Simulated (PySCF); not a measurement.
# [Ce(H2O)]3+ relaxed at several levels

Computed with PySCF 2.14.0, def2-SVP on the ligands, density fitting, scalar-relativistic core potentials, no spin-orbit coupling, vacuum. Each row is relaxed at its own level from the same template. Distances are means of the shortest metal–ligand contacts, charges and spins Mulliken's; removal energies are rigid, with the ligand's formal charge and no counterpoise, so too large; for an anion taken off a cation in vacuum most of it is the attraction of opposite charges, and multiply charged cations can part far more cheaply with an electron moved from ligand to metal. lcecp potentials hold a fixed number of 4f electrons in the core, out of states, spins and gaps.

```tsv
level	basis on the metal	point group	M–H2O (Å)	charge on M (e)	removal of one H2O (eV)	strongest infrared band, degenerate modes summed (cm⁻¹)	unstable modes (below −25 cm⁻¹)
PBE0	lcecp-1-SVP with ECP47	C2v	2.306	2.61	4.57	3447	0
```

Task: What does the calculation give for TPSS, lcecp-1-SVP with ECP47?

Result: point group: C2v, M–H2O (Å): 2.319, charge on M (e): 2.57, removal of one H2O (eV): 4.64, unstable modes (below −25 cm⁻¹): not given.
```xyz
4

Ce    0.0000    0.0000   -0.1476
O     0.0000    0.0000    2.1711
H     0.7859    0.0000    2.8033
H    -0.7859    0.0000    2.8033
```

One start shape was tried for each, so a minimum needn't be the lowest isomer.
